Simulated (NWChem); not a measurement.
System meant: WHS$_{3}$F; SMILES [F][W](=[S])(=[S])[SH]

The following NWChem deck was run.

```
start job
memory heap 200 mb stack 900 mb global 1100 mb
geometry units angstroms noautoz
  W     -0.023438    -0.066814    -0.135079
  S     -1.842829    -0.723597     0.738152
  S      1.596999    -1.110979     0.741728
  F     -0.063122    -0.299894    -1.979653
  S      0.341567     2.123561     0.515020
  H     -0.938023     2.540997     0.348608
end
basis spherical
  W library def2-svp
  S library def2-svp
  F library def2-svp
  H library def2-svp
end
ecp
  W library def2-ecp
end
dft
  odft
  mult 2
  xc pbe0
  iterations 150
  mulliken
end
task dft energy
```

End of the output:

```
 ==============================================================================
                                 internuclear angles
 ------------------------------------------------------------------------------
        center 1       |       center 2       |       center 3       |  degrees
 ------------------------------------------------------------------------------
    2 S                |   1 W                |   3 S                |   109.45
    2 S                |   1 W                |   4 F                |   110.55
    2 S                |   1 W                |   5 S                |   108.22
    3 S                |   1 W                |   4 F                |   111.42
    3 S                |   1 W                |   5 S                |   103.28
    4 F                |   1 W                |   5 S                |   113.62
    1 W                |   5 S                |   6 H                |    96.20
 ------------------------------------------------------------------------------
                            number of included internuclear angles:          7
 ==============================================================================

 Summary of "ao basis" -> "" (spherical)
 ------------------------------------------------------------------------------
       Tag                 Description            Shells   Functions and Types
 ---------------- ------------------------------  ------  ---------------------
 W                          def2-svp                12       32   6s3p2d1f
 S                          def2-svp                 8       18   4s3p1d
 F                          def2-svp                 6       14   3s2p1d
 H                          def2-svp                 3        5   2s1p

                                 NWChem DFT Module
                                 -----------------

 Summary of "ao basis" -> "ao basis" (spherical)
 ------------------------------------------------------------------------------
       Tag                 Description            Shells   Functions and Types
 ---------------- ------------------------------  ------  ---------------------
 W                          def2-svp                12       32   6s3p2d1f
 S                          def2-svp                 8       18   4s3p1d
 F                          def2-svp                 6       14   3s2p1d
 H                          def2-svp                 3        5   2s1p

  number of electrons :                   72
  multiplicity        :                    2
 ------------------------------------------------------------------------
  no. of electrons and multiplicity not compatible                  72
 ------------------------------------------------------------------------
 ------------------------------------------------------------------------
  current input line :
    27: task dft energy
 ------------------------------------------------------------------------
 ------------------------------------------------------------------------
 There is an error in the input file
 ------------------------------------------------------------------------
 For more information see the NWChem manual at https://nwchemgit.github.io

0: no. of electrons and multiplicity not compatible:Received an Error in Communication
```

What is wrong, and how is it mended?

The input was rejected before any calculation. Cause: the multiplicity doesn't fit the number of electrons (an even count wants an odd multiplicity, and the reverse). This input runs:
```
start job
memory heap 200 mb stack 900 mb global 1100 mb
geometry units angstroms noautoz
  W     -0.023438    -0.066814    -0.135079
  S     -1.842829    -0.723597     0.738152
  S      1.596999    -1.110979     0.741728
  F     -0.063122    -0.299894    -1.979653
  S      0.341567     2.123561     0.515020
  H     -0.938023     2.540997     0.348608
end
basis spherical
  * library def2-svp
end
ecp
  W library def2-ecp
end
dft
  xc pbe0
  iterations 150
  mulliken
end
task dft energy
```
It converges to -1361.32629 Ha (PBE0/def2-SVP with def2 effective core potentials on W).
